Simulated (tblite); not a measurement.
Compound: C3H4BrClSi.
SMILES with atom numbers: `[Cl:1][C@H:2]1[SiH2:3][CH:4]=[C:5]1[Br:6]` (hydrogens: H7 on C2; H8, H9 on Si3; H10 on C4)

Computed with GFN2-xTB (tblite), gas phase: L-BFGS steps from a force-field or distance-geometry start until the largest atomic force falls under 0.01 eV/Å.

Step 6: E = -510.5933 eV
```
atom  x, y, z in Å  |  force x, y, z in eV/Å
Cl1     0.0297    2.4889   -0.1433    0.141  -0.084  -0.074
C2      0.1124    0.8419    0.5643    0.044   0.054  -0.042
Si3    -1.3054   -0.3695   -0.0367   -0.246   0.328   0.234
C4      0.3120   -1.1119   -0.5870    0.063   0.026   0.004
C5      1.0536   -0.0984   -0.1214   -0.235  -0.203  -0.015
Br6     2.9161    0.0310   -0.2138    0.310   0.203   0.038
H7      0.3501    1.0074    1.6190   -0.101  -0.151  -0.122
H8     -1.9886   -0.9883    1.0853   -0.124  -0.071   0.023
H9     -2.1022    0.2084   -1.1075   -0.080  -0.001   0.068
H10     0.6312   -2.0048   -1.0815    0.228  -0.100  -0.112
```

Step 7: E = -510.6063 eV
```
atom  x, y, z in Å  |  force x, y, z in eV/Å
Cl1     0.0436    2.4843   -0.1441    0.103   0.037  -0.132
C2      0.1034    0.8464    0.5622    0.276  -0.138  -0.036
Si3    -1.3077   -0.3628   -0.0294   -0.359   0.168   0.136
C4      0.3090   -1.1165   -0.5902   -0.009  -0.146  -0.061
C5      1.0437   -0.1050   -0.1228    0.024   0.077   0.082
Br6     2.9189    0.0402   -0.2105    0.106   0.167   0.041
H7      0.3543    1.0058    1.6143   -0.140  -0.145  -0.084
H8     -1.9971   -0.9918    1.0894   -0.064  -0.020  -0.045
H9     -2.1081    0.2115   -1.1055   -0.030  -0.030   0.129
H10     0.6490   -2.0075   -1.0859    0.093   0.031  -0.028
```

Problem. Estimate the geometry and energy of step 8. (The exact step hangs on the optimiser's Hessian estimate; all steps are aligned on step 7, rigid shifts and turns removed.)

Solution. E = -510.6138 eV, largest force 0.336 eV/Å
```
atom  x, y, z in Å  |  force x, y, z in eV/Å
Cl1     0.0521    2.4821   -0.1469    0.094   0.077  -0.143
C2      0.1027    0.8470    0.5601    0.277  -0.184  -0.048
Si3    -1.3135   -0.3551   -0.0227   -0.205   0.010   0.034
C4      0.3061   -1.1218   -0.5930    0.016   0.112   0.081
C5      1.0404   -0.1072   -0.1220    0.028  -0.059  -0.017
Br6     2.9235    0.0480   -0.2082   -0.027   0.139   0.041
H7      0.3533    1.0018    1.6105   -0.127  -0.115  -0.014
H8     -2.0029   -0.9944    1.0911   -0.052   0.000  -0.047
H9     -2.1121    0.2127   -1.1028   -0.036  -0.017   0.127
H10     0.6593   -2.0084   -1.0887    0.032   0.037  -0.013
```

The energy changes by -0.0075 eV. The first-order estimate −F·Δx gives -0.0107 eV and the mean of the old and new forces, exact on a quadratic surface, -0.0075 eV. The step makes an angle of 49° with the force vector and moves no atom by more than 0.012 Å.

What follows is the cost of the whole relaxation. Time: 0.24 s wall. Hardware: Arm Neoverse V2, one thread (shared host).
